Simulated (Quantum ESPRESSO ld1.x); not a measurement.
Results of a calculation; reference values are marked as such.
One sound ld1.x (Quantum ESPRESSO 7.5) input for neutral carbon gives E = -37.441 hartree in 27 iterations:

```
 &input
    zed=6.0,
    iswitch=1,
    rel=2,
    dft='PZ',
    config='[He] 2s2 2p2',
    lsmall=.true.,
    prefix='ld1',
    max_out_wfc=37,
    file_charge='ld1.rho',
 /
```

Changed or added lines, one case at a time, and what came of them:

- dx=0.001: refused. The program stops in do_mesh with "ndmx is too small": the mesh holds 3500 points at most, so dx, xmin and rmax must fit that.
- dx=0.1: harmless. The energy moves by +1.45e-05 hartree against the default mesh (-37.441 hartree).
- config='[He] 2s2 2p2 2p2': not converged. The string holds 8 electrons for Z = 6, so the species has charge -2 and is not the one meant. The extra electrons are not bound, and the cycle does not converge.
- tr2=1e-3: inaccurate. The cycle stops early, after 5 iterations, and the energy is off by +0.06864 hartree against the sound run.
- config='[He] 2s2 2p2 3p4': spurious. The string holds 10 electrons for Z = 6, so the species has charge -4 and is not the one meant. The equations of the added shell fail (the log warns of at least one error in the KS equations), so the printed solution is spurious even though the residual is small.
- config='[He] 2s2 2p2 3d-1': harmless. A negative occupation marks a state as unused; the result equals that of the sound run.
- dft='LDA+U': refused. The program stops in set_dft_from_name with "LDA+U: unrecognized dft": the name is not a functional that the program knows.
